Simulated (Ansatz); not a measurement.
Z-matrix (Å, degrees):
```
C
O 1 1.412
H 1 1.090 2 107.9
H 1 1.095 2 111.3 3 -119.1
H 1 1.094 2 111.0 3 119.5
Si 2 1.629 1 126.8 3 -177.8
Si 6 2.333 2 114.8 1 -68.5
O 6 1.627 2 108.3 1 170.1
Br 6 2.246 2 107.1 1 51.1
H 7 1.487 6 108.3 2 55.4
H 7 1.485 6 109.8 2 174.6
H 7 1.487 6 110.6 2 -64.0
H 8 0.960 6 118.2 2 -55.6
```

The species carries charge 0 and has multiplicity 1.

List the r2SCAN/def2-TZVPP orbital energies in eV (Ansatz 0.2.0). (Best estimate.)

The calculation gave: Occupied: -13121.75, -1792.70, -1790.97, -1694.98, -1525.73, -1525.68, -1525.68, -516.25, -516.23, -274.62, -234.63, -174.83, -174.67, -174.67, -142.92, -141.49, -97.83, -97.78, -97.74, -96.34, -96.34, -96.33, -68.68, -68.63, -68.63, -68.51, -68.51, -27.28, -26.73, -20.00, -18.18, -14.94, -13.69, -13.14, -11.80, -11.75, -10.79, -9.65, -9.09, -9.01, -8.80, -8.40, -8.16, -7.51, -7.43, -7.02. Lowest empty: -0.61, -0.57, 0.11, 0.74, 1.22, 1.59, 1.70, 1.90.
